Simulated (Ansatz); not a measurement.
Ansatz results at the PBE0-D4/def2-TZVP geometry: size of the dipole moment (PBE/def2-TZVPP) 0.92 D; LUMO energy (ωB97M-V/def2-TZVPP) 0.52 eV; LUMO energy (PBE/def2-TZVPP) -1.85 eV.

Each molecule was computed in one conformer, which needn't be the lowest.

Question: Which molecule gave them?
A. `[AlH2][O]C[SiH3]`
B. `[CH3][Al]([OH])[SiH3]`
C. `C1NCN1`
D. `IC1CB[SiH2]1`

Answer: A. The others give `C1NCN1`: 2.40, 2.42, 0.13; `[CH3][Al]([OH])[SiH3]`: 0.12, 0.59, -1.81; `IC1CB[SiH2]1`: 1.89, -0.42, -3.34.
